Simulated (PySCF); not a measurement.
Stepwise substitution at one centre (Sn H-OH). Gas-phase values, no solvent. One relaxed conformer stands for each flexible species; it need not be the lowest. Strings in code marks are SMILES.

Level of theory: PBE-D3(BJ)/def2-TZVP in PySCF. Excitations are Tamm–Dancoff values on a coarser integration grid. The basis has no diffuse functions, so Rydberg states are missing or too high.

```tsv
species	S1–T1 gap (TDA) (eV)	S1 oscillator strength
0 of 4 H replaced by OH (`[SnH4]`)	–	–
1 of 4 H replaced by OH (`[OH][SnH3]`)	0.44	0.016
2 of 4 H replaced by OH	?	0.028
3 of 4 H replaced by OH (`[OH][SnH]([OH])[OH]`)	0.52	0.047
4 of 4 H replaced by OH (`[OH][Sn]([OH])([OH])[OH]`)	?	0.015
```

Complete the blanks.


- 2 of 4 H replaced by OH, S1–T1 gap (TDA) (eV): 0.54
- 4 of 4 H replaced by OH (`[OH][Sn]([OH])([OH])[OH]`), S1–T1 gap (TDA) (eV): 0.39
